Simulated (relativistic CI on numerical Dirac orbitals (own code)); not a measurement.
**Radial parameters of Si⁸⁺**

Method of calculation: Dirac-Coulomb-Breit CI, orbitals from a KLI potential per configuration, a model potential for QED, unscaled Slater integrals (own radial code, finite nucleus).

Slater integrals F^k, G^k are unscaled and averaged over j, outside the closed core 1s2; ζ comes from projecting the Hamiltonian with its Breit term on Σ l·s of the shell.

- 2s2 2p2: F^2(2p,2p) = 211550, ζ(2p) = 4377.8 cm⁻¹; <r>(2p) = 0.4478, <r^2>(2p) = 0.2443 (bohr units).
- 2s 2p3: F^2(2p,2p) = 210520, G^1(2s,2p) = 241270, ζ(2p) = 4296 cm⁻¹; <r>(2s) = 0.505, <r^2>(2s) = 0.2995, <r>(2p) = 0.4499, <r^2>(2p) = 0.2467 (bohr units).
- 2p4: F^2(2p,2p) = 208760, ζ(2p) = 4222.1 cm⁻¹; <r>(2p) = 0.4533, <r^2>(2p) = 0.2507 (bohr units).

Averages of the first 10 configurations, taken without configuration mixing, which lowers the lowest level and can move excited configurations by several eV; other configurations of the list can lie among them:

| Configuration | Parity | States | Average energy above the lowest level (eV) |
| --- | --- | --- | --- |
| 2s2 2p2 | even | 15 | 5.4 |
| 2s 2p3 | odd | 40 | 42.1 |
| 2p4 | even | 15 | 87.9 |
| 2s2 2p 3s | odd | 12 | 204.8 |
| 2p3 3s | odd | 40 | 276.2 |
| 2s2 2p 3p | even | 36 | 215.9 |
| 2p3 3p | even | 120 | 286.0 |
| 2p3 3d | odd | 200 | 296.6 |
| 2s2 2p 3d | odd | 60 | 226.8 |
| 2s 2p2 3s | even | 60 | 235.8 |
